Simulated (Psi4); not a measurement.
C$_{4}$H$_{8}$O, singlet, at a GFN2-xTB geometry; B3LYP/STO-3G (Psi4).

Input for Psi4:
```
memory 2 GB

molecule mol {
0 1
C    -0.149514    1.227438   -0.211339
C     1.032398    0.538464    0.466847
C     0.843221   -0.905635    0.003138
O    -0.552568   -1.106171   -0.151210
C    -1.224166    0.143593   -0.119918
H    -0.450540    2.149776    0.279682
H     0.086315    1.439511   -1.254880
H     1.996533    0.945043    0.170837
H     0.935144    0.603301    1.551266
H     1.221756   -1.640895    0.718251
H     1.337853   -1.071212   -0.964643
H    -1.780295    0.224186    0.824637
H    -1.937856    0.176495   -0.947844
}

set {
  basis sto-3g
  reference rks
  dft_basis_tolerance 1e-8
}

energy('b3lyp')
print_variables()
```

Question: Predict the main parts of the log of this Psi4 run.

Answer: 
```
   => Loading Basis Set <=

    Name: STO-3G
    Role: ORBITAL
    Keyword: BASIS

         ---------------------------------------------------------
                                   SCF
               by Justin Turney, Rob Parrish, Andy Simmonett
                          and Daniel G. A. Smith
                              RKS Reference
         ---------------------------------------------------------

  ==> Geometry <==

    Molecular point group: c1
    Full point group: C1

    Geometry (in Angstrom), charge = 0, multiplicity = 1:

       Center              X                  Y                   Z               Mass
    ------------   -----------------  -----------------  -----------------  -----------------
         C           -0.130153420916     1.266274623206    -0.206154299852    12.000000000000
         C            1.051758579084     0.577300623206     0.472031700148    12.000000000000
         C            0.862581579084    -0.866798376794     0.008322700148    12.000000000000
         O           -0.533207420916    -1.067334376794    -0.146025299852    15.994914619570
         C           -1.204805420916     0.182429623206    -0.114733299852    12.000000000000
         H           -0.431179420916     2.188612623206     0.284866700148     1.007825032230
         H            0.105675579084     1.478347623206    -1.249695299852     1.007825032230
         H            2.015893579084     0.983879623206     0.176021700148     1.007825032230
         H            0.954504579084     0.642137623206     1.556450700148     1.007825032230
         H            1.241116579084    -1.602058376794     0.723435700148     1.007825032230
         H            1.357213579084    -1.032375376794    -0.959458299852     1.007825032230
         H           -1.760934420916     0.263022623206     0.829821700148     1.007825032230
         H           -1.918495420916     0.215331623206    -0.942659299852     1.007825032230

  Running in c1 symmetry.

  Rotational constants: A =      0.24006  B =      0.23399  C =      0.13459 [cm^-1]
  Rotational constants: A =   7196.87095  B =   7014.81708  C =   4034.76607 [MHz]
  Nuclear repulsion =  191.371536719930219

  Charge       = 0
  Multiplicity = 1
  Electrons    = 40
  Nalpha       = 20
  Nbeta        = 20

  ==> Algorithm <==

  SCF Algorithm Type is DF.
  DIIS enabled.
  MOM disabled.
  Fractional occupation disabled.
  Guess Type is SAD.
  Energy threshold   = 1.00e-06
  Density threshold  = 1.00e-06
  Integral threshold = 1.00e-12

  ==> Primary Basis <==

  Basis Set: STO-3G
    Blend: STO-3G
    Number of shells: 23
    Number of basis functions: 33
    Number of Cartesian functions: 33
    Spherical Harmonics?: true
    Max angular momentum: 1

  ==> DFT Potential <==

   => LibXC <=

    Version 7.1.2
    S. Lehtola, C. Steigemann, M. J. T. Oliveira, and M. A. L. Marques,  SoftwareX 7, 1–5 (2018) (10.1016/j.softx.2017.11.002)

   => Composite Functional: B3LYP <=

    B3LYP Hyb-GGA Exchange-Correlation Functional

    P. J. Stephens, F. J. Devlin, C. F. Chabalowski, and M. J. Frisch,  J. Phys. Chem. 98, 11623 (1994) (10.1021/j100096a001)

    Deriv               =              1
    GGA                 =           TRUE
    Meta                =          FALSE

    Exchange Hybrid     =           TRUE
    MP2 Hybrid          =          FALSE

   => Exchange Functionals <=

    0.0800   Slater exchange
    0.7200         Becke 88

   => Exact (HF) Exchange <=

    0.2000               HF

   => Correlation Functionals <=

    0.1900   Vosko, Wilk & Nusair (VWN5_RPA)
    0.8100   Lee, Yang & Parr

   => LibXC Density Thresholds  <==

    XC_HYB_GGA_XC_B3LYP:  1.00E-15

   => Molecular Quadrature <=

    Radial Scheme          =       TREUTLER
    Pruning Scheme         =           NONE
    Nuclear Scheme         =       TREUTLER

    Blocking Scheme        =         OCTREE
    BS radius alpha        =              1
    Pruning alpha          =              1
[...]

    Name: (STO-3G AUX)
    Role: JKFIT
    Keyword: DF_BASIS_SCF

  ==> Integral Setup <==

  SCF_SUBTYPE=INCORE selected. In-core MEM_DF algorithm will be used.
  Using in-core AOs.

  ==> MemDFJK: Density-Fitted J/K Matrices <==

    J tasked:                   Yes
    K tasked:                   Yes
    wK tasked:                   No
    Algorithm:                 Core
    Schwarz Cutoff:           1E-12
    Mask sparsity (%):       0.9183
    Fitting Condition:        1E-10

   => Auxiliary Basis Set <=

  Basis Set: (STO-3G AUX)
    Blend: DEF2-UNIVERSAL-JKFIT
    Number of shells: 173
    Number of basis functions: 521
    Number of Cartesian functions: 609
    Spherical Harmonics?: true
    Max angular momentum: 4

  Minimum eigenvalue in the overlap matrix is 1.9986139007E-01.
  Reciprocal condition number of the overlap matrix is 7.6334322004E-02.
    Using symmetric orthogonalization.

  ==> Pre-Iterations <==

  SCF Guess: Superposition of Atomic Densities via on-the-fly atomic UHF (no occupation information).

   -------------------------
    Irrep   Nso     Nmo
   -------------------------
     A         33      33
   -------------------------
    Total      33      33
   -------------------------

  ==> Iterations <==

                           Total Energy        Delta E     RMS |[F,P]|

   @DF-RKS iter SAD:  -226.91347643475694   -2.26913e+02   0.00000e+00
   @DF-RKS iter   1:  -229.50038683179804   -2.58691e+00   7.01413e-03 ADIIS/DIIS
   @DF-RKS iter   2:  -229.50001896925568    3.67863e-04   7.34975e-03 ADIIS/DIIS
   @DF-RKS iter   3:  -229.53368895599220   -3.36700e-02   3.44220e-04 ADIIS/DIIS
   @DF-RKS iter   4:  -229.53376641023354   -7.74542e-05   1.30379e-04 ADIIS/DIIS
   @DF-RKS iter   5:  -229.53377978112240   -1.33709e-05   4.81496e-06 DIIS
   @DF-RKS iter   6:  -229.53377979392602   -1.28036e-08   2.77178e-06 DIIS
   @DF-RKS iter   7:  -229.53377979912617   -5.20015e-09   2.15131e-07 DIIS
  Energy and wave function converged.

  ==> Post-Iterations <==

   Electrons on quadrature grid:
      Ntotal   =   39.9999719539 ; deviation = -2.805e-05

    Orbital Energies [Eh]
    ---------------------

    Doubly Occupied:

[...]
    Virtual:

[...]
      33A      0.554006

    Final Occupation by Irrep:
              A
    DOCC [    20 ]
    NA   [    20 ]
    NB   [    20 ]

  @DF-RKS Final Energy:  -229.53377979912617

   => Energetics <=

    Nuclear Repulsion Energy =            191.3715367199302193
    One-Electron Energy =                -690.7854310870657173
    Two-Electron Energy =                 296.8602793805173974
    DFT Exchange-Correlation Energy =     -26.9801648125080291
    Empirical Dispersion Energy =           0.0000000000000000
    VV10 Nonlocal Energy =                  0.0000000000000000
    Total Energy =                       -229.5337797991261652

Computation Completed

Properties will be evaluated at   0.000000,   0.000000,   0.000000 [a0]

Properties computed using the SCF density matrix

 Multipole Moments:

 ------------------------------------------------------------------------------------
     Multipole            Electronic (a.u.)      Nuclear  (a.u.)        Total (a.u.)
 ------------------------------------------------------------------------------------

 L = 1.  Multiply by 2.5417464519 to convert [e a0] to [Debye]
 Dipole X            :         -1.2066586            1.4634477            0.2567891
 Dipole Y            :         -2.4228591            2.9356176            0.5127584
 Dipole Z            :         -0.3235173            0.3918952            0.0683779
 Magnitude           :                                                    0.5775270

 ------------------------------------------------------------------------------------

  Variable Map:
  ----------------------------------------------------------------------------
[...]
  Array Variable Map:
  ----------------------------------------------------------------------------
[...]
[...]
```
